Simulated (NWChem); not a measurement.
# AlHOF₂; SMILES [OH][Al]([F])[F]

```xyz
5

Al     0.0134     0.0063     0.0000
F     -0.6175     1.5485     0.0000
F      1.6656    -0.1773     0.0000
O     -0.9598    -1.3862     0.0000
H     -1.9282    -1.3332     0.0000
```
Atoms are numbered in this order, from 1.

Program: NWChem. Structure relaxed at the PBE-D3(BJ)/def2-SVP level. Vertical excitations in the gas phase; the lowest state need not have the same character in each row.

For level B3LYP/aug-cc-pVDZ, full TDDFT:

```yaml
lowest excitation, singlet (eV): 6.62
orbital gap (eV): 7.82
```

### Question
How do the values read with level PBE/aug-cc-pVDZ, full TDDFT instead?

### Answer
- lowest excitation, singlet (eV) = 6.01
- orbital gap (eV) = 5.89
